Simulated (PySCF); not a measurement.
## Identify the compound

An unknown has the formula C₂ClF₃O. Its calculated NMR data are:

¹³C{¹H} NMR (computed): δ 175.0, 124.5.

No solvent, a single conformation, non-relativistic Hamiltonian, rapidly exchanging positions averaged. σ from GIAO-B97-2/pcSseg-2; geometry: PBE0-D3(BJ)/def2-TZVP; PySCF 2.14.

Shifts are taken against calculated references (same method and geometry level): ¹³C (185.38 ppm) vs TMS.

Question: Deduce the structure.

Answer: 
1. Rings plus π bonds: 1 (no ring in the answer).
2. 2 carbon signals for 2 carbons: no two carbons are equivalent.
3. Carbon types of the structure: 2 × C.
4. δC 175.0: carbonyl carbon.
5. δC 124.5: CF3 carbon; 3 electronegative neighbours deshield it.

Structure: CF3C(O)Cl (O=C(Cl)C(F)(F)F).

The data come from this structure; uniqueness wasn't tested.

Carbons that carry Cl, above all several Cl atoms, come out too deshielded, partly because spin–orbit coupling is missing. Splittings by ¹⁹F in the carbon and heteronuclear signals aren't shown, as no couplings were computed. Shifts are as computed. Against solution values, carbons near 30 ppm lie about +3 ppm off and those near 130 ppm about +7 ppm; carbons on Cl a further +5 ppm. Of 1211 compounds with measured shifts, 218 miss one by over three times the rms of a fit or turn the order of signals round; such compounds aren't used in these exercises.
